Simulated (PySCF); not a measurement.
PbMe4, C4H12Pb.
Bonds: Pb1–C2, Pb1–C6, Pb1–C10, Pb1–C14. Hydrogens: H3, H4, H5 on C2; H7, H8, H9 on C6; H11, H12, H13 on C10; H15, H16, H17 on C14.

Method: PBE0-D3(BJ)/def2-SVP geometry optimisation, gas phase, def2 core potentials past Kr in PySCF.

Question: How far are the bound atoms from Pb1?

Answer: 4 atoms: C6 2.242 Å, C10 2.242 Å, C2 2.243 Å, C14 2.243 Å. The nearest atom not counted as bound is H12, at 2.81 Å (others tie with it).

Question: List the angles at Pb1.

Answer: 
| angle | degrees | distance of the outer atoms (Å) |
| --- | --- | --- |
| C10–Pb1–C14 | 109.6 | 3.67 |
| C2–Pb1–C10 | 109.6 | 3.67 |
| C2–Pb1–C14 | 109.5 | 3.66 |
| C6–Pb1–C10 | 109.5 | 3.66 |
| C6–Pb1–C14 | 109.3 | 3.66 |
| C2–Pb1–C6 | 109.2 | 3.65 |

Question: What is the shape at Pb1?

Answer: Tetrahedral: angles from 109.2° to 109.6°; τ4 = (360° − α − β)/141° = 1.00 with α and β the two widest (0 for a square, 1 for a tetrahedron).

Question: What are the other bond lengths?

Answer: C2–H3 and 11 like bonds 1.099 Å.

Question: What are the rotational constants (commonest isotopes, rigid rotor)?

Answer: A = 2255, B = 2253, C = 2247 MHz: a spherical top.

Point group: T (tolerance 0.08 Å). Charge 0, singlet. No PBE0-D3(BJ)/def2-SVP frequencies stand behind this structure, so it isn't proved a minimum.

Time: 90 s; peak memory 0.56 GiB. Hardware: one thread, Intel Xeon Platinum 8488C (x86_64), shared host with 192 logical CPUs at a one-minute load of 56. This is the geometry optimisation.
